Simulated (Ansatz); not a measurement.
Mulliken charges of `[NH2][GeH]1[O][AlH]1` from r2SCAN/def2-TZVPP in Ansatz (PBE0-D4/def2-TZVP geometry).

```csv
atom,x (Å),y (Å),z (Å),charge (e)
N1,-1.001,1.330,0.514,-0.440
Ge2,0.239,0.000,0.627,0.365
O3,1.178,-0.346,-0.984,-0.488
Al4,0.431,-1.857,-0.769,0.406
H5,-0.663,2.276,0.612,0.151
H6,-1.682,1.271,-0.226,0.144
H7,1.238,0.512,1.685,-0.032
H8,0.352,-3.244,-1.516,-0.106
```

Problem. By hand: the dipole of these point charges (1 e Å = 4.8032 D).

Solution. Σ q r = (-0.291, -0.316, 0.337) e Å, of length 0.546 e Å = 2.62 D.

Problem. How does the dipole of the full density compare? (Estimate.)

Solution. The calculation gave: (-0.216, -0.168, -0.042) e Å, 1.33 D; the point charges give 1.97 times that, at 48° from its direction.

Point charges leave out the atoms' own dipoles, such as those of lone pairs, and Mulliken's split depends on the basis, so the two needn't agree.
